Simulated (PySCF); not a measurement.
Simulated O 1s region for `CS(=O)(=O)C[O][GeH3]`, binding energy against the vacuum level.

Every computed line was given a Gaussian of 0.5 eV full width at half maximum and an area set by the number of equivalent atoms; the highest printed point is 100. Computed, not measured: delta-SCF UKS SCAN, pcX-2 on the ionised atom, pcseg-1 elsewhere, spin-free X2C in PySCF.

binding energy (eV), intensity and a bar:
```
    536.8          0 
    536.9          2 
    537.0          5 ##
    537.1         15 ####
    537.2         33 ##########
    537.3         60 ##################
    537.4         86 ##########################
    537.5        100 ##############################
    537.6         93 ############################
    537.7         70 #####################
    537.8         45 #############
    537.9         30 #########
    538.0         30 #########
    538.1         38 ############
    538.2         48 ##############
    538.3         50 ###############
    538.4         42 ############
    538.5         28 ########
    538.6         15 ####
    538.7          7 ##
    538.8          2 #
    538.9          1 
    539.0          0
```

Q: Count the maxima, the lines and the sites behind this envelope.

A: The curve has 2 maxima (at 537.5 and 538.3 eV). Under it lie 2 lines from 2 inequivalent oxygen sites.

Q: Decompose the envelope and assign each component. Numbering: `[CH3:1][S:2](=[O:3])(=[O:4])[CH2:5][O:6][GeH3:7]`.

A: 
```csv
position (eV),relative area,line,atoms,environment
537.52,2,O 1s,O3/O4,sulfonyl oxygen
538.27,1,O 1s,O6,oxygen bonded to C and Ge
```

Lowest listed O 1s: O3/O4, bonded to S (double bond). Highest, 0.75 eV above it: O6, bonded to C and Ge.

The curve has no shake-up lines and no vibrational structure. Topologically equivalent atoms share the value of their first member; where this conformer doesn't relate them by symmetry, their own values could differ. One conformer (not necessarily the lowest) at the PBE0-D3(BJ)/def2-SVP geometry, without solvent, vibrations or thermal averaging.

Shape of the structure used: `[CH3:1][S:2](=[O:3])(=[O:4])[CH2:5][O:6][GeH3:7]`: C1–S2–C5–O6 62°, S2–C5–O6–Ge7 69°.
